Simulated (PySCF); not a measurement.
**Löwdin shares of the frontier orbitals**

Species: methyl(difluoro)silyl chloride, CH3ClF2Si.
Cartesian coordinates in Å at the GFN2-xTB level; atoms count from 1:
```xyz
8
CH3ClF2Si angstrom
C     -1.0251   -0.1815   -0.0192
Si     0.8248    0.1544    0.0182
F      1.4207   -0.1681    1.4685
F      1.1083    1.7274   -0.0691
Cl     1.9219   -0.7746   -1.3515
H     -1.2435   -1.2360    0.1249
H     -1.4670    0.1176   -0.9657
H     -1.5310    0.3702    0.7693
```

Method: TDDFT PBE0/def2-SVPD, vertical, gas phase, core orbitals frozen in the response (PySCF).

Frontier orbitals with the atoms that hold most of them (Löwdin shares over 4%, at most four atoms; ? is withheld):

| orbital | ε (eV) | atoms |
| --- | --- | --- |
| HOMO-3 | -11.81 | F4 28%, F3 28%, C1 24%, H7 9% |
| HOMO-2 | -10.60 | Cl5 39%, C1 20%, Si2 12%, F3 11% |
| HOMO-1 | -10.21 | ? |
| HOMO | ? | ? |
| LUMO | 0.12 | Si2 33%, Cl5 23%, C1 17%, H8 7% |
| LUMO+1 | 0.95 | Si2 32%, Cl5 24%, C1 13%, F3 11% |
| LUMO+2 | 1.15 | Cl5 44%, C1 17%, Si2 13%, H6 6% |

Problem. Which atoms hold the HOMO, and with what shares?

Solution. Cl5 (bonded to Si) 58%; C1 (bonded to Si and 3 H) 19%; Si2 (bonded to C, Cl and 2 F) 12%.

Problem. Give the leading atoms of the HOMO-1.

Solution. Cl5 (bonded to Si) 84%; Si2 (bonded to C, Cl and 2 F) 6%; F4 (bonded to Si) 5%; F3 (bonded to Si) 5%. By element: chlorine 84%, fluorine 9%, silicon 6%.

Problem. What is the HOMO energy, and the HOMO–LUMO gap?

Solution. ε(HOMO) = -9.96 eV; the gap is 10.07 eV (0.3702 hartree).

Problem. The HOMO–LUMO gap is 10.07 eV. Where does the response calculation put the lowest singlet, and from which orbitals?

Solution. S1 is at 8.88 eV (f = 0.171), 1.19 eV below the gap, made of HOMO→LUMO (95%). 

Problem. One configuration dominates each of S1, S2, S3, S4 and S6. Which, and how do the shares of the two leading atoms of either orbital change from the occupied to the empty one?

Solution. 
- S1 (8.88 eV, f 0.171), HOMO→LUMO (95%): Cl5 58% → 23%, C1 19% → 17%, Si2 12% → 33%
- S2 (9.03 eV, f 0.039), HOMO-1→LUMO (88%): Cl5 84% → 23%, Si2 6% → 33%
- S3 (9.31 eV, f 0.010), HOMO→LUMO+1 (94%): Cl5 58% → 24%, C1 19% → 13%, Si2 12% → 32%
- S4 (9.43 eV, f 0.054), HOMO-2→LUMO (83%): Cl5 39% → 23%, C1 20% → 17%, Si2 12% → 33%
- S6 (9.95 eV, f 0.011), HOMO-2→LUMO+1 (78%): Cl5 39% → 24%, C1 20% → 13%, Si2 12% → 32%

Löwdin shares depend on the basis, the more so with diffuse functions.

The run took 13 s wall on one thread, Arm Neoverse V1, shared host.
